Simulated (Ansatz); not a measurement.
Basis sets compared for SiMe(OiPr)3 (C₁₀H₂₄O₃Si). Charge 0, multiplicity 1. Geometry PBE-D4/def2-SVP. Ansatz on 2 threads of AMD EPYC 7R13 on a shared host and a share (18 GiB) of an NVIDIA H100 80GB HBM3; times are rough, and most runs start from earlier orbitals.

```
atom    x (Å)    y (Å)    z (Å)
 Si1   0.4477  -0.2125   0.0760
  C2   2.1303  -0.9738   0.3990
  H3   2.9340  -0.3988  -0.1050
  H4   2.1734  -2.0172   0.0245
  H5   2.3562  -0.9940   1.4850
  O6  -0.7507  -1.0138   0.9216
  C7  -0.8843  -1.0206   2.3512
  C8  -1.4099  -2.3913   2.7635
  C9  -1.7948   0.1276   2.7824
 H10   0.1194  -0.8712   2.8210
 H11  -2.4015  -2.5735   2.3005
 H12  -1.5196  -2.4616   3.8645
 H13  -0.7211  -3.1911   2.4267
 H14  -1.3735   1.0936   2.4432
 H15  -2.7992   0.0065   2.3272
 H16  -1.9094   0.1530   3.8854
 O17   0.0574  -0.2762  -1.5471
 C18  -0.1581  -1.4715  -2.3112
 C19   0.2877  -1.1927  -3.7432
 C20  -1.6250  -1.8904  -2.2102
 H21   0.4750  -2.2968  -1.8993
 H22  -0.3164  -0.3674  -4.1742
 H23   0.1614  -2.0902  -4.3817
 H24   1.3534  -0.8890  -3.7688
 H25  -1.9025  -2.0593  -1.1515
 H26  -2.2760  -1.0882  -2.6154
 H27  -1.8138  -2.8206  -2.7844
 O28   0.4051   1.3886   0.5499
 C29   1.1993   2.4509   0.0038
 C30   1.4500   3.4615   1.1187
 C31   0.4882   3.0566  -1.2071
 H32   2.1863   2.0442  -0.3314
 H33   0.4853   3.8754   1.4796
 H34   2.0801   4.3009   0.7611
 H35   1.9597   2.9788   1.9767
 H36   0.3099   2.2794  -1.9757
 H37  -0.4946   3.4710  -0.9002
 H38   1.0908   3.8736  -1.6548
```

Single mean-field runs in def2-TZVP are fitted with def2-universal-jkfit.

Binding counts from free atoms (Si triplet, C triplet, H doublet, O triplet) in the same basis, without a counterpoise term.

```tsv
level	functions	energy (Eh)	HOMO (eV)	LUMO (eV)	binding per atom (eV)	wall time
PBE-D4/def2-SVP	320	-909.3653	-6.22	0.38	4.31	6.5 s
PBE0-D4/def2-SVP	320	-909.4755	-7.75	1.23	4.25	10 s
```

Question: Estimate the rows for PBE-D4/def2-TZVP (with forces), PBE0-D4/def2-TZVP.

Answer: 
| level | functions | energy (Eh) | HOMO (eV) | LUMO (eV) | binding per atom (eV) | wall time |
| --- | --- | --- | --- | --- | --- | --- |
| PBE-D4/def2-TZVP (with forces) | 584 | -910.1741 | -6.37 | -0.08 | 4.28 | 7.5 s |
| PBE0-D4/def2-TZVP | 584 | -910.2713 | -7.83 | 0.72 | 4.22 | 6 s |
